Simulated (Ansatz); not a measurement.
Consider the atomization: `O[Si]1([SiH3])[SiH2][SiH2]1` → 8 H• + O• + 4 Si•.

Computed with Ansatz on PBE0-D4/def2-TZVP structures; ΔE is electronic, products minus reactants. CCSD(T)/CBS is the MP2 limit (def2-TZVPP, def2-QZVPP) plus CCSD(T) − MP2 in def2-TZVPP, frozen cores. This one scheme is used for every species, atoms too. DFT in def2-TZVPP. No spin–orbit coupling; open shells (•) take unrestricted orbitals. Spin–orbit coupling would lower the free atoms: a little for O, Si. One conformer a species, not always the lowest.

Question: What is ΔE at CCSD(T)/CBS? (Estimate.)

Answer: The calculation gave: +3976.9 kJ/mol.

Question: What do these levels give: PBE0, HF/def2-TZVPP, SCS-MP2/def2-TZVPP, MP2/def2-QZVPP, MP2/CBS(def2), CCSD/CBS(def2)? (An estimate is asked.)

Answer: Computed: PBE0 3899.7, HF/def2-TZVPP 2890.0, SCS-MP2/def2-TZVPP 3872.4, MP2/def2-QZVPP 3923.6, MP2/CBS(def2) 3972.9, CCSD/CBS(def2) 3922.5 kJ/mol.

Largest T1 diagnostic among the species: 0.015.

From PBE to PBE0 (25 % exact exchange), in def2-TZVPP and without D4, ΔE moves by −26.5 kJ/mol: exact exchange takes away binding that semilocal exchange gives to molecules. The D4 term adds +60.9 kJ/mol with B3LYP and +32.5 kJ/mol with PBE0; it sums over pairs of atoms, weighted by their polarisabilities, and B3LYP, whose exchange is more repulsive, gets the larger term. In def2-TZVPP, CCSD(T) changes the Hartree–Fock value by +965.4 kJ/mol (the triples alone add +54.3 kJ/mol) and MP2 by +961.4 kJ/mol; breaking electron pairs costs correlation energy, which Hartree–Fock lacks.

B3LYP here is the variant with VWN-RPA as its local correlation; programs differ in this.

For atomizations the MP2-based limit and the directly extrapolated one differ by several kJ/mol either way, and by 10 to 25 for some Ge, Se and Sn compounds, so smaller differences from it don't rank the levels.
